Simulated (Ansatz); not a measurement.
The cluster Cu2Pd. Total charge 0; quintet. Geometry PBE0-D4/def2-TZVP; atoms count from 1.

```tsv
atom	x (Å)	y (Å)	z (Å)
Pd1	-1.130	-0.111	-0.885
Cu2	-0.177	0.216	1.370
Cu3	1.307	-0.105	-0.485
```

In the def2 sets Pd takes a core potential; there is no spin–orbit coupling. At PBE0-D4/def2-TZVP a singlet of charge 0 lies 3.61 eV below the quintet, each at its own geometry. The structure comes from a short search, and lower isomers may exist.

Q: Estimate the Mulliken populations from the PBE0/def2-TZVP orbitals of Ansatz.

A: 
| atom | charge (e) | spin (α − β) | d electrons |
| --- | --- | --- | --- |
| Pd1 | -0.04 | 1.88 | 8.80 |
| Cu2 | 0.02 | 1.06 | 9.57 |
| Cu3 | 0.02 | 1.06 | 9.57 |
Mulliken values and Mayer orders depend strongly on the basis.

Q: Where does the spin sit?

A: Summed by element: Pd 1.88, Cu 2.12, of 4 unpaired in all. Largest on single atoms: Pd1 1.88, Cu2 1.06, Cu3 1.06.

Q: And the Mayer bond orders between bonded heavy atoms (over 0.3)?

A: Pd1–Cu2 0.71 (2.47 Å); Pd1–Cu3 0.71 (2.47 Å); Cu2–Cu3 0.62 (2.40 Å).
